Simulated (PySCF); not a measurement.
# Trend along group 15: MB cations

CCSD(T) with triple-zeta basis sets in PySCF, for the lowest determinant that a PBE0 search found; no spin–orbit coupling. De refers to high-spin ground-configuration atoms (the charge goes to the atom of lower measured ionisation energy or higher electron affinity, which is not always the lowest computed limit).

```csv
M,basis,"reference, frozen orbitals",charged atom,state (unpaired electrons),Re (Å),ωe (cm⁻¹),De (eV)
N,cc-pVTZ,"UHF, 2",B+,"quartet (σ ↑, π ↑↑)",1.464,1022,1.23
P,def2-TZVPPD,"UHF, 6",B+,"quartet (σ ↑, π ↑↑)",1.872,704,2.09
As,def2-TZVPPD,"UHF, 10",B+,"quartet (σ ↑, π ↑↑)",1.998,577,2.07
```

The shortest bond is that of BN⁺ (1.464 Å), the longest that of BAs⁺ (1.998 Å).

The rows differ in basis set, which adds steps of its own.

Down a group the atoms grow and get heavier, so bonds lengthen and wavenumbers fall; this series shows no clear exception.

Correlated steps freeze the inner cores (2 to 10 orbitals); shallow outer-core shells are correlated. Spin–orbit coupling is left out. For an ion De counts to the pair picked by the measured ionisation energies or electron affinities, which need not be the lowest pair at this level. States were picked by a PBE0 search and need not be the measured ground states.
